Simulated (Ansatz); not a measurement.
`ClCBr` and `BCC(Cl)Br` differ in one atom or group.

Ansatz, PBE0-D4/def2-TZVP geometries, multiplicity 1. Each molecule was computed in one conformer, which needn't be the lowest.

Scalar relativity is left out up to krypton. Spin–orbit coupling is left out; it splits and shifts lone-pair levels of the heavy atoms by tenths of an eV.

```json
{"property": "HOMO–LUMO gap (ωB97M-V/def2-TZVPP) / eV", "`ClCBr`": "12.05"}
{"property": "HOMO energy (ωB97M-V/def2-TZVPP) / eV", "`ClCBr`": "-10.58"}
{"property": "HOMO–LUMO gap (B3LYP/def2-TZVPP) / eV", "`ClCBr`": "7.15"}
{"property": "size of the dipole moment (B3LYP/def2-TZVPP) / D", "`ClCBr`": "1.57"}
{"property": "size of the dipole moment (ωB97M-V/def2-TZVPP) / D", "`ClCBr`": "1.57"}
{"property": "HOMO energy (PBE0/def2-TZVPP) / eV", "`ClCBr`": "-8.31"}
```

Task: What does the change do to each property? (Estimate.)

Result: Ansatz gave: 
| property | `BCC(Cl)Br` | shift |
| --- | --- | --- |
| HOMO–LUMO gap (ωB97M-V/def2-TZVPP) / eV | 10.56 | -1.49 |
| HOMO energy (ωB97M-V/def2-TZVPP) / eV | -10.39 | 0.19 |
| HOMO–LUMO gap (B3LYP/def2-TZVPP) / eV | 5.85 | -1.30 |
| size of the dipole moment (B3LYP/def2-TZVPP) / D | 1.80 | 0.23 |
| size of the dipole moment (ωB97M-V/def2-TZVPP) / D | 1.78 | 0.21 |
| HOMO energy (PBE0/def2-TZVPP) / eV | -8.15 | 0.16 |

With PBE0 the HOMO rises by 0.16 eV and the LUMO falls by 1.17 eV, so the gap narrows by about 1.33 eV. PBE moves the HOMO by 0.13 eV and ωB97M-V by 0.19 eV. Dipoles are sizes alone; their direction can turn.

B3LYP here is the variant with VWN-RPA as its local correlation; programs differ in this.
